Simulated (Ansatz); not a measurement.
```yaml
crystal:
  periodic: [false, false, false]
  atoms:
    - {symbol: O, position_ang: [1.468673, 1.242486, 0.727401]}
    - {symbol: B, position_ang: [-0.232015, -0.539800, 0.136844]}
    - {symbol: Cl, position_ang: [-0.585634, -3.128749, 2.148876]}
    - {symbol: Cl, position_ang: [-2.097485, -0.312321, -2.611048]}
    - {symbol: H, position_ang: [1.540758, 2.599113, -0.480308]}
basis:
  gaussian: {orbitals: "6-31++G**"}
hamiltonian: {xc: {name: PBEsol}, dispersion: d3bjatm}
scf: {lower_state_search: light}
output: {forces: true}
```

```sh
$ ansatz run in.yaml --threads 2 --pin off --events-out ev --progress --plain --max-ram 22528MiB --backend cpu
```

It prints (some lines left out):

```
Functional definition: PBEsol
873 factors; their error is unknown
mean field evaluation 1: about -27692.9941 eV, gradient 7.8e1 eV
mean field evaluation 2: about -27312.5869 eV, gradient 2.2e2 eV
mean field evaluation 4: about -27492.4488 eV, gradient 2.2e2 eV
mean field evaluation 8: about -27709.6029 eV, gradient 4.8e-2 eV
mean field evaluation 16: about -27709.5756 eV, gradient 1.3e-2 eV
mean field evaluation 96: about -27709.5716 eV, gradient 3.0e-1 eV
mean field -27709.57566474 eV, -1018.3081234543 hartree, gradient 2.3e-6 eV, S^2 0.000000; 19 other end points of the search recorded, 0 dependent functions left out
reference -27709.57573692 eV, -1018.3081261066 hartree; 24, 24 occupied and 66, 66 virtual orbitals, 873 factors
Total energy: -27709.61557637 eV, -1018.3095901795 hartree
Atom 0 at     1.468673     1.242486     0.727401 Å, force    -1.194008     1.464665    -3.016625 eV/Å
Atom 1 at    -0.232015    -0.539800     0.136844 Å, force     0.850489     0.888839     0.247380 eV/Å
Atom 2 at    -0.585634    -3.128749     2.148876 Å, force     0.101067     0.773379    -0.589413 eV/Å
Atom 3 at    -2.097485    -0.312321    -2.611048 Å, force     0.522091    -0.048672     0.768524 eV/Å
Atom 4 at     1.540758     2.599113    -0.480308 Å, force    -0.279639    -3.078211     2.590133 eV/Å
Dipole moment:     0.323425     0.631581    -0.158814 e Å
```

**Question.** Something in this input is off. What?

**Answer.** The coordinates are in bohr but typed as ångström. Self-consistency was reached. The result belongs to that input, not to the molecule as meant.
